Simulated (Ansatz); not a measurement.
# Strength of the O–C bond: C7H16O → C4H9 + C3H7O

Species: C7H16O (tert-butyl isopropyl ether) `CC(C)OC(C)(C)C`, singlet; C4H9 (tert-butyl radical) `C[C](C)C`, doublet; C3H7O `CC(C)[O]`, doublet. 

Shapes, held fixed at every level: PBE0-D4/def2-TZVP. Flexible molecules stand in one conformer, not always the lowest. Programs: Ansatz 0.2.0. Electronic energies: no zero-point or thermal term.

| level | kind | ΔE (kJ/mol) | less CCSD(T)/CBS estimate |
| --- | --- | --- | --- |
| HF/def2-SVP | Hartree–Fock | +209.8 | -173.9 |
| SPW92/def2-TZVPP | LDA | +422.3 | +38.6 |
| r2SCAN-D4/def2-TZVPP | meta-GGA | +327.0 | -56.7 |
| PBE0-D4/def2-TZVPP | global hybrid | +342.8 | -40.9 |
| wB97X-V/def2-TZVPP | range-separated hybrid | +362.6 | -21.1 |
| MP2/def2-SVP | perturbation theory | +405.3 | +21.6 |
| CCSD(T)/def2-SVP | coupled cluster or CI | +369.1 | -14.6 |
| CCSD(T)/CBS estimate | coupled cluster or CI | +383.7 | 0.0 |

The highest level, CCSD(T)/CBS estimate, gives ΔE = +383.7 kJ/mol; the levels span +209.8 to +422.3. The column of differences is taken from that level and isn't an error. Hartree–Fock misses the correlation of the pair that is broken and comes out low. No measured value is set beside it here. Open shells run unrestricted unless RO is named. The CBS estimate extrapolates MP2 from def2-TZVPP and def2-QZVPP and adds CCSD(T) − MP2 in the triple-zeta set, cores frozen.
